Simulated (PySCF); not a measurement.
Isomers of C8H15PS, from PySCF 2.14.0, PBE0-D3(BJ)/def2-SVP geometry optimisation, gas phase. One conformer each, no zero-point energy, no frequencies.

Task: Which is lowest in electronic energy at this level?
A. `[CH2:1]=[CH:2][P@:3](=[S:4])(/[CH:5]=[CH:6]\[CH3:7])[CH:8]([CH3:9])[CH3:10]` with C1–C2–P3–S4 -1°, C2–P3–C5–C6 77°, C2–P3–C8–C9 174°: A = 1203, B = 781.8, C = 683.5 MHz, dipole 4.08 D
B. `[CH3:1][CH:2]([CH3:3])[CH2:4][P:5]1(=[S:6])[CH2:7][CH:8]=[CH:9][CH2:10]1` with C1–C2–C4–P5 174°, C2–C4–P5–S6 -40°, C4–P5–C7–C8 -89°, P5–C7–C8–C9 -14°, C8–C9–C10–P5 14°, C4–P5–C10–C9 87°: A = 1301, B = 730.3, C = 605.5 MHz, dipole 4.32 D
C. `[CH2:1]=[CH:2][P@@:3](=[S:4])([C:5](=[CH2:6])[CH3:7])[CH:8]([CH3:9])[CH3:10]` with C1–C2–P3–S4 0°, C2–P3–C5–C6 48°, C2–P3–C8–C9 65°: A = 1001, B = 900.1, C = 785.9 MHz, dipole 4.04 D

Result: B. That is `CC(C)CP1(=S)CC=CC1`, 24.9 kcal/mol below the next.

| SMILES | mapped SMILES | E (Eh) | relative (kcal/mol) | relative (kJ/mol) | dipole (D) |
| --- | --- | --- | --- | --- | --- |
| CC(C)CP1(=S)CC=CC1 | [CH3:1][CH:2]([CH3:3])[CH2:4][P:5]1(=[S:6])[CH2:7][CH:8]=[CH:9][CH2:10]1 | -1052.37610 | 0.0 | 0.0 | 4.32 |
| C=C[P@](=S)(/C=C\C)C(C)C | [CH2:1]=[CH:2][P@:3](=[S:4])(/[CH:5]=[CH:6]\[CH3:7])[CH:8]([CH3:9])[CH3:10] | -1052.33634 | 24.9 | 104.4 | 4.08 |
| C=C[P@@](=S)(C(=C)C)C(C)C | [CH2:1]=[CH:2][P@@:3](=[S:4])([C:5](=[CH2:6])[CH3:7])[CH:8]([CH3:9])[CH3:10] | -1052.33599 | 25.2 | 105.3 | 4.04 |
